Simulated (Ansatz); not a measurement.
`N=C[CH2][GeH3]`, charge 0, multiplicity 1.

Q: Give a relaxed structure at PBE0-D4/def2-TZVP (Ansatz 0.2.0). (An estimate is asked.)

A: The calculation gave: 
Z-matrix (Å, degrees):
```
C
C 1 1.487
Ge 1 1.977 2 110.8
H 1 1.093 2 110.9 3 -118.3
H 1 1.093 2 111.4 3 120.4
N 2 1.265 1 128.1 3 -102.6
H 2 1.096 1 115.3 3 75.6
H 3 1.536 1 109.1 2 65.0
H 3 1.537 1 109.5 2 -55.0
H 3 1.537 1 109.2 2 -174.9
H 6 1.023 2 110.7 1 -1.7
```
This is one stationary point; other conformers may exist.
